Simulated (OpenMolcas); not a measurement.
Au2+ (d9) among equal point charges was computed by CASSCF with the d shell active (OpenMolcas, ANO-RCC-VDZP on the metal). Its lowest spin-free states, and all those of the highest spin:

```json
{"2S+1": "2", "Degeneracy": "1", "E (cm-1)": "0.0"}
{"2S+1": "2", "Degeneracy": "1", "E (cm-1)": "3888"}
{"2S+1": "2", "Degeneracy": "2", "E (cm-1)": "7916"}
{"2S+1": "2", "Degeneracy": "1", "E (cm-1)": "9416"}
```

Problem. Is the site octahedral, tetrahedral or cube-like, axial, or of lower symmetry?

Solution. The states with 2S+1 = 2 have orbital degeneracies 1, 1, 2, 1. There are pairs but no triples, so the site is axial: not cubic, but with a proper or improper axis of order three or more. The run had Au2+ among 6 point charges of -0.75 e arranged as a tetragonal octahedron (D4h), 1.9 Å from the ion, with the axial distance 1.691 Å.

Point charges carry no covalency, so the field is a model and not that of real ligands. No measured value stands beside these numbers.
